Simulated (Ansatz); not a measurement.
A nudged elastic band was laid between two geometries of C₂H₁₀OSiSn (15 atoms, charge 0, multiplicity 1).

Method: RKS PBE0-D4/def2-SVP (Ansatz 0.2.0).

| Item | Value |
| --- | --- |
| movable images | 7 |
| climbing image | yes |
| spring | 5.0 eV/Å² |
| optimiser | quadratic models (default) |
| start path | through a guess of the saddle point |
| force threshold | 0.05 eV/Å |
| iteration limit | 60 |
| end points | relaxed |

Image 0:

```xyz
15
Properties=species:S:1:pos:R:3
C 0.014 -0.088 1.939
C 0.892 -0.493 0.773
O 1.657 0.645 0.398
Si -0.114 -1.083 -0.752
Sn -1.174 1.029 -1.754
H -0.694 0.705 1.651
H 0.638 0.305 2.757
H -0.561 -0.945 2.319
H 1.557 -1.315 1.107
H 2.298 0.382 -0.270
H -1.115 -2.143 -0.406
H 0.842 -1.663 -1.753
H 0.005 1.933 -2.610
H -2.442 0.653 -2.850
H -1.824 2.025 -0.520
```

Image 8:

```xyz
15
Properties=species:S:1:pos:R:3
C -0.005 -0.125 1.938
C 0.864 -0.546 0.770
O 1.682 0.564 0.425
Si -0.156 -1.061 -0.773
Sn -1.113 1.114 -1.745
H -0.623 -0.963 2.295
H -0.674 0.705 1.660
H 0.628 0.222 2.769
H 1.488 -1.405 1.093
H 2.319 0.284 -0.240
H -1.206 -2.080 -0.454
H 0.779 -1.665 -1.779
H 0.113 1.979 -2.573
H -2.382 0.814 -2.861
H -1.736 2.113 -0.499
```

(1) Which bonds break or form, and what moves?

(2) Give the energies along the band, and the barrier.

(3) What is the geometry of the highest image?

(4) What are the harmonic wavenumbers there?

Answers

(1) No bond is made or broken. The dihedral H6–C1–C2–Si4 goes from -57 to 64°. The two ends are copies of one structure, up to a mirror image or an exchange of like atoms.

(2) The forces met the threshold. The highest image is number 4 of 0 to 8, 0.146 eV above the ends, which have the same energy within 2 meV. A vibrational analysis at the climbing image gives one clearly imaginary mode, 241i cm⁻¹: a first-order saddle point.

| image | path coordinate (Å) | energy (eV) | dihedral H6–C1–C2–Si4 (°) |
| --- | --- | --- | --- |
| 0 | 0.00 | 0.000 | -57 |
| 1 | 0.48 | 0.013 | -46 |
| 2 | 0.96 | 0.061 | -30 |
| 3 | 1.44 | 0.119 | -14 |
| 4 | 1.93 | 0.146 | 2 |
| 5 | 2.41 | 0.119 | 19 |
| 6 | 2.89 | 0.059 | 36 |
| 7 | 3.37 | 0.012 | 52 |
| 8 | 3.85 | 0.000 | 64 |

(3) 
```xyz
15
Properties=species:S:1:pos:R:3
C -0.036 -0.119 1.922
C 0.866 -0.552 0.763
O 1.690 0.557 0.412
Si -0.133 -1.076 -0.786
Sn -1.104 1.108 -1.724
H -1.112 -0.212 1.705
H 0.167 0.942 2.131
H 0.167 -0.688 2.840
H 1.497 -1.401 1.093
H 2.343 0.266 -0.234
H -1.181 -2.097 -0.459
H 0.799 -1.676 -1.798
H 0.109 1.987 -2.556
H -2.390 0.824 -2.826
H -1.704 2.086 -0.452
```

(4) 241i, 59, 77, 103, 206, 299, 319, 322, 354, 410, 493, 522, 616, 672, 682, 735, 742, 792, 929, 933, 1014, 1040, 1135, 1230, 1254, 1353, 1399, 1457, 1468, 1919, 1928, 1931, 2195, 2212, 3013, 3060, 3148, 3173, 3874 cm⁻¹.

Run time: 5 min on 2 threads of Intel(R) Xeon(R) 6975P-C (Granite Rapids) (shared host), peak memory 0.43 GiB.
